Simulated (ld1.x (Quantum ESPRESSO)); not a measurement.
**Plane-wave convergence, PAW potential for Ni (Z = 28)**

| Quantity | Value |
| --- | --- |
| Element | nickel (Ni) |
| Generator | ld1.x (Quantum ESPRESSO) 7.5 |
| Type | PAW |
| Functional | PBE |
| Relativity | scalar-relativistic |
| Frozen core | [Ar] |
| Valence charge | 10 |
| Reference configuration | 3d8 4s2 4p0 |
| Partial waves | 4s (bound): rcut 1.70, rcutus 2.30 bohr; 4s channel at 0.05 Ry: rcut 1.70, rcutus 2.30 bohr; 4p (bound, empty): rcut 2.35, rcutus 2.85 bohr; 4p channel at 2.2 Ry: rcut 2.35, rcutus 2.85 bohr; 3d (bound): rcut 1.25, rcutus 1.50 bohr; 3d channel at -0.25 Ry: rcut 1.25, rcutus 1.50 bohr |
| Local potential | all-electron potential smoothed inside 1.80 bohr (lloc = -2) |
| Core correction | Bessel-smoothed model core inside 0.75 bohr |
| Augmentation charge | BESSEL, radius 0.90 bohr |

The pseudo-atom Hamiltonian at the reference potential is diagonalised in spherical Bessel functions j_l(qr) that vanish at 20 bohr, with q² up to the cutoff. All-electron valence levels (Ry): 4s -0.4147, 4p -0.0900, 3d -0.6522.

Problem. How do the lowest levels (Ry) of each channel move with the cutoff, and are there ghosts?

Solution.

```json
{"cutoff (Ry)": "8", "s #1": "-0.4147", "p #1": "-0.0900", "d #1": "0.0617", "f #1": "0.1130", "Σ f·Δε (mRy)": "5711.2"}
{"cutoff (Ry)": "12", "s #1": "-0.4147", "p #1": "-0.0900", "d #1": "0.0605", "f #1": "0.1130", "Σ f·Δε (mRy)": "5701.7"}
{"cutoff (Ry)": "15", "s #1": "-0.4147", "p #1": "-0.0900", "d #1": "0.0576", "f #1": "0.1130", "Σ f·Δε (mRy)": "5678.4"}
{"cutoff (Ry)": "21", "s #1": "-0.4147", "p #1": "-0.0900", "d #1": "-0.2772", "f #1": "0.1130", "Σ f·Δε (mRy)": "3000.7"}
{"cutoff (Ry)": "30", "s #1": "-0.4147", "p #1": "-0.0900", "d #1": "-0.5750", "f #1": "0.1130", "Σ f·Δε (mRy)": "618.1"}
{"cutoff (Ry)": "40", "s #1": "-0.4147", "p #1": "-0.0900", "d #1": "-0.6482", "f #1": "0.1130", "Σ f·Δε (mRy)": "31.9"}
{"cutoff (Ry)": "45", "s #1": "-0.4147", "p #1": "-0.0900", "d #1": "-0.6509", "f #1": "0.1130", "Σ f·Δε (mRy)": "10.5"}
{"cutoff (Ry)": "55", "s #1": "-0.4147", "p #1": "-0.0900", "d #1": "-0.6515", "f #1": "0.1130", "Σ f·Δε (mRy)": "5.9"}
{"cutoff (Ry)": "70", "s #1": "-0.4147", "p #1": "-0.0900", "d #1": "-0.6520", "f #1": "0.1130", "Σ f·Δε (mRy)": "1.7"}
{"cutoff (Ry)": "80", "s #1": "-0.4147", "p #1": "-0.0900", "d #1": "-0.6521", "f #1": "0.1130", "Σ f·Δε (mRy)": "0.7"}
{"cutoff (Ry)": "100", "s #1": "-0.4147", "p #1": "-0.0900", "d #1": "-0.6522", "f #1": "0.1130", "Σ f·Δε (mRy)": "0.5"}
{"cutoff (Ry)": "400", "s #1": "-0.4147", "p #1": "-0.0900", "d #1": "-0.6522", "f #1": "0.1130", "Σ f·Δε (mRy)": "0.0"}
```

Result: no extra level below or beside the all-electron valence levels (s, p, d, f tested); 10 mRy is reached at 50 Ry and 1 mRy at 80 Ry.
